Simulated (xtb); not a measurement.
BiF$_{2}$, charge +1, singlet, at a GFN2-xTB geometry (such geometries of metal compounds can be far from the true shape), atoms displaced at random by about 0.05 Å a coordinate; GFN2-xTB run with xtb 6.7.1.

xtb was given this input:
```
$ xtb mol.xyz --gfn 2 --chrg 1 --opt loose --json

# file mol.xyz
3

Bi     0.24053467     0.08931334     0.08991798
F     -1.09033143     0.52970700    -1.35597438
F     -0.87854232    -1.43091493     0.35814971
```

Output, abridged:

```
   ID    Z sym.   atoms
    1   83 Bi     1
    2    9 F      2, 3

           -------------------------------------------------
          |                Calculation Setup                |
           -------------------------------------------------

           -------------------------------------------------
          |                 G F N 2 - x T B                 |
           -------------------------------------------------

          ...................................................
          :                      SETUP                      :
          :.................................................:
          :  # basis functions                  12          :
          :  # atomic orbitals                  12          :
          :  # shells                            6          :
          :  # electrons                        18          :
          :  max. iterations                   250          :
          :  Hamiltonian                  GFN2-xTB          :
          :  restarted?                      false          :
          :  GBSA solvation                  false          :
          :  PC potential                    false          :
          :  electronic temp.          300.0000000     K    :
          :  accuracy                    1.0000000          :
          :  -> integral cutoff          0.2500000E+02      :
          :  -> integral neglect         0.1000000E-07      :
          :  -> SCF convergence          0.1000000E-05 Eh   :
          :  -> wf. convergence          0.1000000E-03 e    :
          :  Broyden damping             0.4000000          :
          :  net charge                          1          :
          :  unpaired electrons                  0          :
          ...................................................

 iter      E             dE          RMSdq      gap      omega  full diag
   1    -11.1957180 -0.111957E+02  0.598E+00    1.51       0.0  T
   2    -11.3234879 -0.127770E+00  0.113E+01    3.88       1.0  T
   3    -11.3368711 -0.133831E-01  0.973E+00    3.44       1.0  T
   4    -11.3536176 -0.167465E-01  0.128E+00    2.39       1.0  T
   5    -11.3536587 -0.411257E-04  0.133E+00    2.26       1.0  T
   6    -11.3537693 -0.110631E-03  0.917E-01    2.32       1.0  T
   7    -11.3539303 -0.160954E-03  0.186E-01    2.39       1.0  T
   8    -11.3539259  0.440054E-05  0.165E-01    2.41       1.0  T
   9    -11.3539331 -0.719585E-05  0.254E-02    2.39       2.3  T
  10    -11.3539332 -0.104147E-06  0.781E-03    2.39       7.4  T
  11    -11.3539332 -0.143644E-07  0.129E-03    2.39      44.9  T
  12    -11.3539332 -0.349814E-09  0.124E-04    2.39     466.4  T
  13    -11.3539332 -0.812861E-11  0.422E-05    2.39    1366.5  T

   *** convergence criteria satisfied after 13 iterations ***

         :::::::::::::::::::::::::::::::::::::::::::::::::::::
         ::                     SUMMARY                     ::
         :::::::::::::::::::::::::::::::::::::::::::::::::::::
         :: total energy             -11.349651686616 Eh    ::
         :: gradient norm              0.030892296414 Eh/a0 ::
         :: HOMO-LUMO gap              2.388046329336 eV    ::
         ::.................................................::
         :: SCC energy               -11.353933192068 Eh    ::
         :: -> isotropic ES            0.247678087575 Eh    ::
         :: -> anisotropic ES          0.006709169408 Eh    ::
         :: -> anisotropic XC         -0.003801223058 Eh    ::
         :: -> dispersion             -0.001042515953 Eh    ::
         :: repulsion energy           0.004281505452 Eh    ::
         :: add. restraining           0.000000000000 Eh    ::
         :: total charge               1.000000000000 e     ::
         :::::::::::::::::::::::::::::::::::::::::::::::::::::

      -----------------------------------------------------------
     |                   =====================                   |
     |                        A N C O P T                        |
     |                   =====================                   |
     |               Approximate Normal Coordinate               |
     |                Rational Function Optimizer                |
      -----------------------------------------------------------
      -----------------------------------------------------------
     |                   =====================                   |
     |                        A N C O P T                        |
     |                   =====================                   |
     |               Approximate Normal Coordinate               |
     |                Rational Function Optimizer                |
      -----------------------------------------------------------

          ...................................................
          :                      SETUP                      :
          :.................................................:
          :   optimization level             loose          :
          :   max. optcycles                   200          :
          :   ANC micro-cycles                  20          :
          :   degrees of freedom                 3          :
          :.................................................:
          :   RF solver                   davidson          :
          :   write xtbopt.log                true          :
          :   linear?                        false          :
          :   energy convergence         0.5000000E-04 Eh   :
          :   grad. convergence          0.4000000E-02 Eh/α :
          :   maxmium RF displ.          1.0000000          :
          :   Hlow (freq-cutoff)         0.1000000E-01      :
          :   Hmax (freq-cutoff)         5.0000000          :
          :   S6 in model hess.         20.0000000          :
          ...................................................

generating ANC from exact Hessian ...
Using Lindh-Hessian (1995)
 Shifting diagonal of input Hessian by    0.0000000000000000
[...]
 * total energy  :   -11.3496517 Eh     change       -0.1927347E-11 Eh
 * total energy  :   -11.3513142 Eh     change       -0.1662469E-02 Eh
 * total energy  :   -11.3516776 Eh     change       -0.3634522E-03 Eh
 * total energy  :   -11.3516958 Eh     change       -0.1814244E-04 Eh
   *** GEOMETRY OPTIMIZATION CONVERGED AFTER 4 ITERATIONS ***
[...]

          ...................................................
          :                      SETUP                      :
          :.................................................:
          :  # basis functions                  12          :
          :  # atomic orbitals                  12          :
          :  # shells                            6          :
          :  # electrons                        18          :
          :  max. iterations                   250          :
          :  Hamiltonian                  GFN2-xTB          :
          :  restarted?                      false          :
          :  GBSA solvation                  false          :
          :  PC potential                    false          :
          :  electronic temp.          300.0000000     K    :
          :  accuracy                    1.0000000          :
          :  -> integral cutoff          0.2500000E+02      :
          :  -> integral neglect         0.1000000E-07      :
          :  -> SCF convergence          0.1000000E-05 Eh   :
          :  -> wf. convergence          0.1000000E-03 e    :
          :  Broyden damping             0.4000000          :
          :  net charge                          1          :
          :  unpaired electrons                  0          :
          ...................................................

 iter      E             dE          RMSdq      gap      omega  full diag
   1    -11.3558998 -0.113559E+02  0.125E-05    2.59       0.0  T
   2    -11.3558998 -0.124345E-13  0.614E-06    2.59    9402.5  T
   3    -11.3558998  0.888178E-14  0.420E-06    2.59   13745.4  T

   *** convergence criteria satisfied after 3 iterations ***

         :::::::::::::::::::::::::::::::::::::::::::::::::::::
         ::                     SUMMARY                     ::
         :::::::::::::::::::::::::::::::::::::::::::::::::::::
         :: total energy             -11.351695750209 Eh    ::
         :: gradient norm              0.000568904917 Eh/a0 ::
         :: HOMO-LUMO gap              2.593907060117 eV    ::
         ::.................................................::
         :: SCC energy               -11.355899786869 Eh    ::
         :: -> isotropic ES            0.248045026768 Eh    ::
         :: -> anisotropic ES          0.006647511862 Eh    ::
         :: -> anisotropic XC         -0.003935595755 Eh    ::
         :: -> dispersion             -0.001041274635 Eh    ::
         :: repulsion energy           0.004204036660 Eh    ::
         :: add. restraining           0.000000000000 Eh    ::
         :: total charge               1.000000000000 e     ::
         :::::::::::::::::::::::::::::::::::::::::::::::::::::

           -------------------------------------------------
          |                Property Printout                |
           -------------------------------------------------

    * Orbital Energies and Occupations

         #    Occupation            Energy/Eh            Energy/eV
      -------------------------------------------------------------
         1        2.0000           -1.5398541             -41.9016
         2        2.0000           -1.0332897             -28.1172
         3        2.0000           -1.0110011             -27.5107
         4        2.0000           -0.7688514             -20.9215
         5        2.0000           -0.7601814             -20.6856
         6        2.0000           -0.7558231             -20.5670
         7        2.0000           -0.7387037             -20.1012
         8        2.0000           -0.7363860             -20.0381
         9        2.0000           -0.7319319             -19.9169 (HOMO)
        10                         -0.6366076             -17.3230 (LUMO)
        11                         -0.4415352             -12.0148
        12                         -0.3518538              -9.5744
      -------------------------------------------------------------
                  HL-Gap            0.0953243 Eh            2.5939 eV
             Fermi-level           -0.6842697 Eh          -18.6199 eV

     #   Z          covCN         q      C6AA      α(0)
     1  83 Bi       1.437     1.471   463.378    42.809
     2   9 F        0.719    -0.236    11.619     4.025
     3   9 F        0.719    -0.235    11.617     4.025

 Mol. C6AA /au·bohr⁶  :        776.053781
 Mol. C8AA /au·bohr⁸  :      77660.358057
 Mol. α(0) /au        :         50.858905

Wiberg/Mayer (AO) data.
largest (>0.10) Wiberg bond orders for each atom

 ---------------------------------------------------------------------------
     #   Z sym  total        # sym  WBO       # sym  WBO       # sym  WBO
 ---------------------------------------------------------------------------
     1  83 Bi   2.258 --     3 F    1.129     2 F    1.129
     2   9 F    1.224 --     1 Bi   1.129
     3   9 F    1.225 --     1 Bi   1.129
 ---------------------------------------------------------------------------

Topologies differ in total number of bonds
Writing topology from bond orders to xtbtopo.mol

molecular dipole:
                 x           y           z       tot (Debye)
 q only:        1.433       0.693       0.568
   full:        1.888       0.910       0.773       5.679
molecular quadrupole (traceless):
                xx          xy          yy          xz          yz          zz
 q only:        0.501      -0.710      -0.537      -1.294       1.760       0.036
  q+dip:        0.628      -1.112      -0.740      -1.922       2.511       0.112
   full:        0.323      -1.696      -0.696      -2.590       2.824       0.373

optimized geometry written to: xtbopt.xyz

           -------------------------------------------------
          | TOTAL ENERGY              -11.351695750209 Eh   |
          | GRADIENT NORM               0.000568904917 Eh/α |
          | HOMO-LUMO GAP               2.593907060117 eV   |
           -------------------------------------------------
```
